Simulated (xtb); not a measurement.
Al(Cl)(OH)(SMe) (CH4AlClOS), SMILES C[S][Al]([OH])[Cl]. All values are semi-empirical tight-binding results from xtb (GFN2-xTB unless named), good for trends rather than for accurate numbers. Geometry optimised at GFN2-xTB. The structure was generated by enumeration; whether it is a known compound was not checked. The values are those of a single conformer.

Optimised geometry:

```xyz
9

Al     0.2142     0.2776     0.4282
Cl     0.3099    -0.5929     2.2582
O      0.7579     1.7907     0.0905
H      1.1010     2.6670    -0.0057
S     -0.6752    -0.8565    -1.2401
C     -0.4993     0.2843    -2.6666
H     -0.1663     1.2602    -2.3310
H     -1.4713     0.3614    -3.1434
H      0.2196    -0.1439    -3.3578
```
Charge 0, spin multiplicity 1.

For metal compounds this method's bond lengths and energies can be far off.

- orbital gap: 3.25 eV
- zero-point energy: 33.1 kcal/mol
- G − E(el) at 298.15 K (modified RRHO): 11.8 kcal/mol

Computed atomic charges and the Wiberg bond orders between heavy atoms:
charges (e) Al1 0.40, Cl2 -0.16, O3 -0.47, H4 0.32, S5 -0.22, C6 -0.06, H7 0.07, H8 0.07, H9 0.06. Bond orders Al1–Cl2 1.29, Al1–O3 1.35, Al1–S5 1.17, S5–C6 0.97.
